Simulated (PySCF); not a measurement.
SMILES [GeH3][SiH2]c1ccccc1 (C6H10GeSi), singlet, GFN2-xTB optimised geometry.

```
18

Ge     2.78     1.68    -0.40
Si     0.51     2.05     0.01
C     -0.43     0.41     0.00
C      0.25    -0.80     0.00
C     -0.44    -2.00     0.00
C     -1.83    -2.00     0.00
C     -2.51    -0.80     0.00
C     -1.82     0.39     0.00
H      3.59     2.92    -0.58
H      3.10     0.88    -1.64
H      3.53     0.94     0.67
H      0.33     2.69     1.32
H     -0.06     2.94    -1.00
H      1.33    -0.81     0.00
H      0.10    -2.94     0.00
H     -2.37    -2.94     0.00
H     -3.59    -0.80     0.00
H     -2.36     1.33     0.00
```

Density from CAM-B3LYP/def2-SVP in PySCF 2.14.0 at that geometry.

Minimum of the electron density along straight lines between bonded atoms, close to the bond critical point (lines longer than 1.1 times the sum of covalent radii, or with two minima, are not listed):

```json
[
 {"bond": "Ge1–Si2", "length / Å": "2.335", "ρ at the minimum / e bohr⁻³": "0.094", "∇²ρ there / e bohr⁻⁵": "-0.05", "position (fraction from the first atom)": "0.65"},
 {"bond": "Si2–C3", "length / Å": "1.887", "ρ at the minimum / e bohr⁻³": "0.114", "∇²ρ there / e bohr⁻⁵": "0.33", "position (fraction from the first atom)": "0.38"},
 {"bond": "C3–C4", "length / Å": "1.391", "ρ at the minimum / e bohr⁻³": "0.310", "∇²ρ there / e bohr⁻⁵": "-0.79", "position (fraction from the first atom)": "0.50"},
 {"bond": "C4–C5", "length / Å": "1.383", "ρ at the minimum / e bohr⁻³": "0.316", "∇²ρ there / e bohr⁻⁵": "-0.83", "position (fraction from the first atom)": "0.50"},
 {"bond": "C5–C6", "length / Å": "1.385", "ρ at the minimum / e bohr⁻³": "0.315", "∇²ρ there / e bohr⁻⁵": "-0.82", "position (fraction from the first atom)": "0.50"},
 {"bond": "C6–C7", "length / Å": "1.385", "ρ at the minimum / e bohr⁻³": "0.315", "∇²ρ there / e bohr⁻⁵": "-0.82", "position (fraction from the first atom)": "0.50"},
 {"bond": "C3–C8", "length / Å": "1.392", "ρ at the minimum / e bohr⁻³": "0.309", "∇²ρ there / e bohr⁻⁵": "-0.78", "position (fraction from the first atom)": "0.50"},
 {"bond": "C7–C8", "length / Å": "1.383", "ρ at the minimum / e bohr⁻³": "0.316", "∇²ρ there / e bohr⁻⁵": "-0.82", "position (fraction from the first atom)": "0.50"},
 {"bond": "Ge1–H9", "length / Å": "1.500", "ρ at the minimum / e bohr⁻³": "0.140", "∇²ρ there / e bohr⁻⁵": "0.08", "position (fraction from the first atom)": "0.59"},
 {"bond": "Ge1–H10", "length / Å": "1.502", "ρ at the minimum / e bohr⁻³": "0.139", "∇²ρ there / e bohr⁻⁵": "0.08", "position (fraction from the first atom)": "0.59"},
 {"bond": "Ge1–H11", "length / Å": "1.502", "ρ at the minimum / e bohr⁻³": "0.139", "∇²ρ there / e bohr⁻⁵": "0.08", "position (fraction from the first atom)": "0.59"},
 {"bond": "Si2–H12", "length / Å": "1.470", "ρ at the minimum / e bohr⁻³": "0.116", "∇²ρ there / e bohr⁻⁵": "0.33", "position (fraction from the first atom)": "0.49"},
 {"bond": "Si2–H13", "length / Å": "1.469", "ρ at the minimum / e bohr⁻³": "0.116", "∇²ρ there / e bohr⁻⁵": "0.33", "position (fraction from the first atom)": "0.49"},
 {"bond": "C4–H14", "length / Å": "1.085", "ρ at the minimum / e bohr⁻³": "0.282", "∇²ρ there / e bohr⁻⁵": "-1.07", "position (fraction from the first atom)": "0.63"},
 {"bond": "C5–H15", "length / Å": "1.081", "ρ at the minimum / e bohr⁻³": "0.284", "∇²ρ there / e bohr⁻⁵": "-1.09", "position (fraction from the first atom)": "0.63"},
 {"bond": "C6–H16", "length / Å": "1.080", "ρ at the minimum / e bohr⁻³": "0.284", "∇²ρ there / e bohr⁻⁵": "-1.09", "position (fraction from the first atom)": "0.63"},
 {"bond": "C7–H17", "length / Å": "1.081", "ρ at the minimum / e bohr⁻³": "0.284", "∇²ρ there / e bohr⁻⁵": "-1.09", "position (fraction from the first atom)": "0.63"},
 {"bond": "C8–H18", "length / Å": "1.081", "ρ at the minimum / e bohr⁻³": "0.284", "∇²ρ there / e bohr⁻⁵": "-1.09", "position (fraction from the first atom)": "0.63"}
]
```
